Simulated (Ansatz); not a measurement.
Reaction (homolysis of the Ge–H bond): `[OH][GeH]([OH])[Cl]` → `[OH][Ge]([OH])[Cl]`• + H•

Computed with Ansatz on PBE0-D4/def2-TZVP structures; ΔE is electronic, products minus reactants. CBS: MP2 limit from def2 TZ/QZ plus the TZ coupled-cluster correction, frozen cores. This one scheme is used for every species, atoms too. Functionals use def2-TZVPP. B3LYP here is the variant with VWN-RPA as its local correlation; programs differ in this. No spin–orbit coupling; open shells (•) take unrestricted orbitals. Bonds to Ge are less sure, by a few kJ/mol each and by 10 to 20 or more in all where they break to atoms, as the def2 sets lack core-valence functions. Scalar relativity is left out up to krypton. One conformer a species, not always the lowest.

Task: What is ΔE at CCSD(T)/CBS? (Estimate.)

Result: Computed: +3.95 eV.

Task: What do these levels give: B2PLYP, B3LYP, SCS-MP2/def2-TZVPP, HF/def2-QZVPP, SCS-MP2/def2-QZVPP, CCSD/CBS(def2)? (An estimate is asked.)

Result: Computed: B2PLYP 3.73, B3LYP 3.65, SCS-MP2/def2-TZVPP 3.90, HF/def2-QZVPP 3.10, SCS-MP2/def2-QZVPP 3.95, CCSD/CBS(def2) 3.96 eV.

Largest T1 diagnostic among the species: 0.014.

From PBE to PBE0 (25 % exact exchange), in def2-TZVPP and without D4, ΔE moves by +0.15 eV. In def2-TZVPP, CCSD(T) changes the Hartree–Fock value by +0.77 eV (the triples alone add −0.01 eV) and MP2 by +0.68 eV; breaking electron pairs costs correlation energy, which Hartree–Fock lacks.
